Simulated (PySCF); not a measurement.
Zr(OH)2: fields on a plane

Level of theory: PySCF, UPBE, basis Zr def2-SVP with ECP28, O def2-SVP, H def2-SVP (scalar-relativistic core potentials, no spin–orbit coupling, density fitting).

The triplet minimum has O–H 0.967 Å (×2), Zr–O 1.942 Å (×2); H–O–Zr 162.4° (×2), O–Zr–O 148.4°.

The plane holds Zr1 at (0.00, 0.00), O2 at (1.94, 0.00), O3 at (-1.65, 1.02), H4 at (2.86, 0.29), H5 at (-2.29, 1.75) Å. Columns run from x = -4.35 to 5.25 Å, rows from y = 4.05 (top) to -1.95 Å, in steps of 0.3 Å. Other isomers or separated fragments may lie lower. Core electrons replaced by a potential are absent, the electrostatic potential uses the reduced nuclear charge, and values within about 0.7 Å of such atoms have no physical meaning.

Question: Give the electrostatic potential (V) (cut at 20 V). Lower edges of the bins (V): '_' -1.22, '.' -1.09, ':' -0.90, '-' -0.58, '=' -0.08, '+' 0.71, '*' 1.96, '#' 3.95, '%' 7.10, '@' 12.09; top 20.0, each point printed twice.

Answer: 
```
==================================================================
==================================================================
========++++++++==================================================
======++++++++++++================================================
====++++++++**++++++==============================================
====++++++********++==============================================
====++++**##%%%%##**++==--========================================
====++++**%%@@@@@@##**======++++++++==============================
====++++**%%@@@@@@@@%%**++++********++==========++++++++++========
======++++##%%@@@@@@@@%%**####%%####**++==--==++++++++++++++======
========++++##@@@@@@@@@@%%%%@@@@@@%%##++====++********++++++++====
============++%%@@@@@@@@@@@@@@@@@@@@%%**######%%%%%%##**++++++====
====------::--**%%@@@@@@@@@@@@@@@@@@%%%%@@@@@@@@@@@@%%**++++++====
--------::..__::++**%%@@@@@@@@@@@@@@@@@@@@@@@@@@@@@@%%**++++++====
--------::..__..--**##@@@@@@@@@@@@@@@@@@@@@@@@@@@@%%##**++++======
----------::::--==**##@@@@@@@@@@@@@@@@%%@@@@@@%%******++++++======
----------------==**##%%@@@@@@@@@@@@%%****##**++==++++++==========
--------------====++**##%%@@@@@@@@%%##++--::::::--================
--------------====++****####%%%%####**==--____..::--==============
------------======++++******##******++==--::..::------============
------------========++++++++****++++====----::::------============
```

Question: Give the electron density (e/Å³) (cut at 5 e/Å³). Every second row and column.

Answer: 
```
0.00 0.00 0.00 0.00 0.00 0.00 0.00 0.00 0.00 0.00 0.00 0.00 0.00 0.00 0.00 0.00 0.00
0.00 0.00 0.00 0.00 0.00 0.00 0.00 0.00 0.00 0.00 0.00 0.00 0.00 0.00 0.00 0.00 0.00
0.00 0.00 0.00 0.01 0.01 0.01 0.00 0.00 0.00 0.00 0.00 0.00 0.00 0.00 0.00 0.00 0.00
0.00 0.00 0.02 0.14 0.22 0.08 0.03 0.01 0.01 0.01 0.00 0.00 0.00 0.00 0.00 0.00 0.00
0.00 0.00 0.05 0.82 2.09 1.17 0.21 0.05 0.03 0.02 0.02 0.01 0.01 0.00 0.00 0.00 0.00
0.00 0.00 0.03 0.50 5.00 5.00 0.61 0.34 0.20 0.12 0.20 0.18 0.11 0.03 0.00 0.00 0.00
0.00 0.00 0.02 0.19 1.64 1.61 1.14 4.21 3.00 0.53 2.68 2.53 1.48 0.12 0.01 0.00 0.00
0.00 0.00 0.00 0.04 0.13 0.18 1.85 0.33 4.56 0.77 5.00 5.00 0.81 0.09 0.01 0.00 0.00
0.00 0.00 0.00 0.01 0.02 0.04 0.33 1.65 0.99 0.22 0.75 0.68 0.11 0.02 0.00 0.00 0.00
0.00 0.00 0.00 0.00 0.01 0.02 0.04 0.08 0.06 0.04 0.06 0.05 0.01 0.00 0.00 0.00 0.00
0.00 0.00 0.00 0.00 0.00 0.01 0.01 0.02 0.01 0.01 0.01 0.00 0.00 0.00 0.00 0.00 0.00
```

Open d and f shells are described by one determinant, and the ground state may have another occupation or spin.
